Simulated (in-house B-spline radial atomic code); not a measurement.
# Ge2+: [Ne] 3s2 3p5 3d10 4s2 5p1 (an excited or competing configuration)

Method: non-relativistic AM05, spin-polarised, spherical fractional occupations, point nucleus. Calculated with an all-electron radial atomic-structure program (B-spline basis).

Z_r = [3n² - l(l+1)]/(2<r>); Z_e = n√(-2ε); the last column is Slater's effective charge. Values are occupation-weighted means over spin.

| shell | electrons | ε (eV) | <r> (bohr) | Z_r | Z_e | Slater |
| --- | --- | --- | --- | --- | --- | --- |
| 1s | 2 | -10830 | 0.0479 | 31.31 | 28.21 | 31.70 |
| 2s | 2 | -1376.3 | 0.2141 | 28.03 | 20.12 | 27.85 |
| 2p | 6 | -1231.1 | 0.1853 | 26.98 | 19.02 | 27.85 |
| 3s | 2 | -200.9 | 0.6306 | 21.41 | 11.53 | 21.10 |
| 3p | 5 | -152.64 | 0.6435 | 19.42 | 10.05 | 21.10 |
| 3d | 10 | -67.736 | 0.6929 | 15.15 | 6.69 | 11.85 |
| 4s | 2 | -36.71 | 1.815 | 13.22 | 6.57 | 7.20 |
| 5p | 1 | -10.499 | 4.868 | 7.50 | 4.39 | 3.30 |

The least bound orbital is 5p up at -10.5 eV, and it is also the most diffuse (<r> = 4.868 bohr). The part-filled 3p shell lies below the filled 4s shell in orbital energy.
